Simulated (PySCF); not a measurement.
Below is a simulated gas-phase Cl 2p photoelectron spectrum of GaCl2Me (`[CH3][Ga]([Cl])[Cl]`).

Every computed line was given a Gaussian of 0.7 eV full width at half maximum and an area set by the number of equivalent atoms (split 2:1 within a doublet); the highest printed point is 100. Level of theory: delta-SCF UKS SCAN, pcX-2 on the ionised atom, pcseg-1 elsewhere, spin-free X2C (PySCF).

```
binding energy (eV)  intensity
              204.6          0
              204.7          1
              204.8          3
              204.9          6
              205.0         13
              205.1         23
              205.2         39
              205.3         59
              205.4         79
              205.5         94
              205.6        100
              205.7         95
              205.8         81
              205.9         61
              206.0         42
              206.1         25
              206.2         14
              206.3          7
              206.4          4
              206.5          3
              206.6          5
              206.7          9
              206.8         15
              206.9         24
              207.0         34
              207.1         43
              207.2         49
              207.3         50
              207.4         45
              207.5         36
              207.6         26
              207.7         17
              207.8         10
              207.9          5
              208.0          2
              208.1          1
              208.2          0
              208.3          0
```

Task: Count the maxima, the lines and the sites behind this envelope.

Result: The curve has 2 maxima (at 205.6 and 207.3 eV). Under it lie 2 lines from 1 inequivalent chlorine site, drawn as a 2p3/2, 2p1/2 pair.

Task: Decompose the envelope and assign each component. Bonds: Ga1–Cl2, Ga1–Cl3, Ga1–C4. Hydrogens: H5, H6, H7 on C4.

Result: 
```json
{"position (eV)": "205.61", "relative area": "1.33", "line": "Cl 2p3/2", "atoms": "Cl2/Cl3", "environment": "chlorine bonded to Ga"}
{"position (eV)": "207.26", "relative area": "0.67", "line": "Cl 2p1/2", "atoms": "Cl2/Cl3", "environment": "chlorine bonded to Ga"}
```

Task: What are the centre and the root-mean-square width of the whole band?

Result: The area-weighted mean of the lines is 206.16 eV. Their own spread about it is 0.78 eV (rms) and each Gaussian has σ = 0.7/2.355 = 0.30 eV; the variances add, which gives 0.83 eV.

No satellites, vibrations or lifetime broadening are included. Topologically equivalent atoms share the value of their first member; where this conformer doesn't relate them by symmetry, their own values could differ. The 2p values add to the ΔSCF energy of one spin-free hole a correction within the shell (spin–orbit coupling, ligand field). 2p1/2 minus 2p3/2 (ligand field included): Cl 1.65 eV. Geometry: PBE0-D3(BJ)/def2-SVP; no solvent, vibrations or thermal averaging.
